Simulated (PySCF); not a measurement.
AlHCl2, SMILES [Cl][AlH][Cl].

The structure is a stationary point at PBE0-D3(BJ)/def2-TZVP.

The numbers are results of PySCF 2.14.0 with TDDFT-M06-2X/def2-SVPD, not measurements.

Vertical excitations. Isolated molecule, no solvent. State labels are in the subgroup C2v.

Q: List the lowest excited states. (The exact figures need the calculation; the answer reports its results.)

A: 
```tsv
state	symmetry	energy (eV)	λ (nm)	f	main pairs
S1	B1	6.51	190	0.011	HOMO→LUMO 98 %
S2	A2	6.73	184	0.000	HOMO−1→LUMO 97 %
S3	B2	7.29	170	0.025	HOMO−2→LUMO 81 %, HOMO−1→LUMO+1 13 %
S4	B2	7.57	164	0.069	HOMO−1→LUMO+1 71 %, HOMO−2→LUMO 13 %
S5	A2	7.68	162	0.000	HOMO−2→LUMO+1 86 %
S6	A1	7.70	161	0.112	HOMO→LUMO+1 76 %
S7	B1	7.81	159	0.006	HOMO−4→LUMO 95 %
S8	A1	7.90	157	0.070	HOMO−3→LUMO 87 %
S9	B1	8.31	149	0.129	HOMO−3→LUMO+1 78 %
S10	A2	8.33	149	0.000	HOMO−5→LUMO 98 %
T1	B1	6.05	205	0	HOMO→LUMO 91 %
T2	A2	6.64	187	0	HOMO−1→LUMO 97 %
T3	B2	6.70	185	0	HOMO−2→LUMO 95 %
T4	A1	6.77	183	0	HOMO→LUMO+1 72 %, HOMO→LUMO+2 15 %
```
Triplets are in the Tamm–Dancoff approximation, which puts them higher than full response would, so one can lie above its singlet here.
